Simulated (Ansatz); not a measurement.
Born–Oppenheimer molecular dynamics of H10Si4 (14 atoms, charge 0, multiplicity 1). It starts from a relaxed structure.

The calculation used Ansatz 0.2.0, RKS B3LYP-D4/STO-3G.

```json
{"ensemble": "NVT, Nosé–Hoover chain", "time step": "0.5 fs", "steps asked": "150", "set temperature": "300 K", "thermostat": "time constant 100 fs, chain length 3 (defaults)", "seed": "809519"}
```

First frame:

```xyz
14
Properties=species:S:1:pos:R:3
Si 0.010 -0.069 -0.053
H 0.034 -0.238 1.386
Si 2.148 0.053 -0.759
H 2.887 -1.139 -0.409
H 2.212 0.198 -2.195
H 2.833 1.183 -0.175
Si -1.108 1.839 -0.498
H -2.473 1.773 -0.031
H -0.480 2.976 0.135
H -1.146 2.097 -1.919
Si -1.043 -1.857 -0.933
H -2.364 -2.022 -0.369
H -1.195 -1.718 -2.364
H -0.305 -3.076 -0.690
```

Task: How far do the bonds stretch over the last three quarters of this one trajectory? (Pairs bonded in most of those frames.)

Result: 
| bond | mean (Å) | spread (Å) | shortest | longest |
| --- | --- | --- | --- | --- |
| Si1–H2 | 1.448 | 0.025 | 1.41 | 1.49 |
| Si1–Si3 | 2.256 | 0.031 | 2.21 | 2.30 |
| Si1–Si7 | 2.256 | 0.021 | 2.23 | 2.29 |
| Si1–Si11 | 2.252 | 0.011 | 2.23 | 2.27 |
| Si3–H4 | 1.445 | 0.025 | 1.41 | 1.48 |
| Si3–H5 | 1.446 | 0.003 | 1.44 | 1.45 |
| Si3–H6 | 1.452 | 0.037 | 1.39 | 1.50 |
| Si7–H8 | 1.446 | 0.008 | 1.43 | 1.46 |
| Si7–H9 | 1.445 | 0.015 | 1.42 | 1.47 |
| Si7–H10 | 1.445 | 0.020 | 1.42 | 1.48 |
| Si11–H12 | 1.447 | 0.043 | 1.38 | 1.52 |
| Si11–H13 | 1.449 | 0.019 | 1.42 | 1.48 |
| Si11–H14 | 1.447 | 0.009 | 1.43 | 1.46 |

Mean temperature of the second half: 164 K. The conserved energy stayed within 0.2 meV per atom of its start (net change 0.04 meV per atom), so the integration is sound. The mean temperature of the second half is 45 % below the set value. A run of 0.075 ps of so small a system gives no equilibrium averages. Limits of this set-up: minimal basis.

Run time: 7.7 min on 1 thread of Arm Neoverse V1 (shared host), peak memory 0.12 GiB.
